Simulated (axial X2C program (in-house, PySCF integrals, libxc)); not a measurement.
## Which molecule has these constants?

Computed with an in-house all-electron X2C program for linear molecules (integrals from PySCF), spin-free (one-electron X2C) or two-component (2c: spin–orbit coupling with atomic mean-field Coulomb and Gaunt terms, which also bring small scalar terms), in Dyall basis sets with cores contracted in-house; open shells are unrestricted.

A two-component PBE0 calculation in a Dyall 3-zeta basis gave Re = 2.377 Å, ωe = 381.6 cm⁻¹, dipole magnitude 2.47 D, Ω = 0.

Task: Which molecule is it?
A. YCl
B. YI
C. YBr

Result: A. The others have YI 2.764 Å and 214.7 cm⁻¹ (Ω = 0); YBr 2.530 Å and 271.4 cm⁻¹ (Ω = 0).

Each entry is the lowest single determinant of a limited PBE0 search at one distance. De goes to single-determinant-based atoms at the same level (for ions the charge split of lowest energy) and is withheld (n/a) where an atom does not fit its ground term or J level. Main or longest-lived isotopes. One determinant is a doubtful description, or other states lie close, for YI, YBr; these need not be ground states, and all values refer to the states named. The functionals have no current term, which raises determinants with orbital currents.
